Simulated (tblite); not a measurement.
Species: C₄H₈OSSi.
Cartesian coordinates in Å at the GFN2-xTB level; atoms count from 1:
```xyz
15
C4H8OSSi angstrom
C      0.8636    1.8261   -0.4815
C      0.3043    0.6745   -0.1426
C     -1.0002    0.5855    0.6008
C     -1.7561   -0.6694    0.1861
S     -0.6549   -2.1281    0.2686
Si     1.0055   -1.0345   -0.5481
O      2.4150   -1.4496    0.1348
H      0.4164    2.7792   -0.2412
H      1.8022    1.8604   -1.0075
H     -1.6200    1.4678    0.4260
H     -0.7885    0.5279    1.6737
H     -2.5975   -0.8760    0.8447
H     -2.1166   -0.5902   -0.8396
H      1.2325   -1.2961   -1.9573
H      2.4899   -1.6697    1.0612
```

Computed with GFN2-xTB (tblite): harmonic, unscaled wavenumbers at the GFN2-xTB geometry, gas phase. The method is semi-empirical: single wavenumbers can be off by several per cent or more. Modes of hydrogen on silicon can be 10 to 20 % off. One conformer, not necessarily the lowest.

Harmonic wavenumbers (cm⁻¹): 52.8, 141.1, 165.9, 203.1, 238.8, 301.5, 318.3, 398.0, 494.7, 516.8, 583.3, 642.4, 664.7, 683.6, 704.5, 798.1, 835.9, 911.8, 921.5, 942.3, 983.1, 1044.9, 1113.8, 1151.6, 1213.2, 1254.5, 1295.9, 1419.6, 1455.3, 1464.6, 1691.0, 2353.5, 2937.5, 2968.3, 2979.6, 3013.4, 3072.0, 3119.8, 3639.9.

A = 2137, B = 2006, C = 1133 MHz; mass 132.007 u (most abundant isotopes); point group C1, symmetry number 1.

Zero-point energy?

Half the sum of the wavenumbers: 24345 cm⁻¹ = 291.24 kJ/mol.

What is S at 400 K and 1 bar for an ideal gas of classical rigid rotors and harmonic oscillators?

Translation 175.86, rotation 123.26, vibration 128.52: S = 427.6 J/(mol K).

And Cp and H(400 K) − H(0)?

Cp = 175.45 J/(mol K), of which vibrations give 142.19 (their classical limit is 39 R = 324.3); H(400 K) − H(0) = 41.53 kJ/mol without the zero-point energy, 28.23 from vibrations.

Blend soft modes into free rotors: weight 1/[1 + (100 cm⁻¹/ν̃)⁴] for the oscillator and the rest for a rotor with moment μB/(μ + B), μ = h/(8π²ν), B = 10⁻⁴⁴ kg m². What vibrational entropy results?

121.97 J/(mol K) in place of 128.52, which changes −T·S at 400 K by +2.62 kJ/mol.

Which modes carry the vibrational entropy at 400 K?

52.8 cm⁻¹: 22.14; 141.1 cm⁻¹: 14.04; 165.9 cm⁻¹: 12.73; 203.1 cm⁻¹: 11.11; 238.8 cm⁻¹: 9.83; 301.5 cm⁻¹: 8.04 J/(mol K); the other 33 give 50.63 together.

Hindered rotation and anharmonicity are outside this model. Other conformers, if any are populated, would add a mixing term that is left out. The structure is chiral; the term R ln 2 for an equal mix with its mirror image is left out.
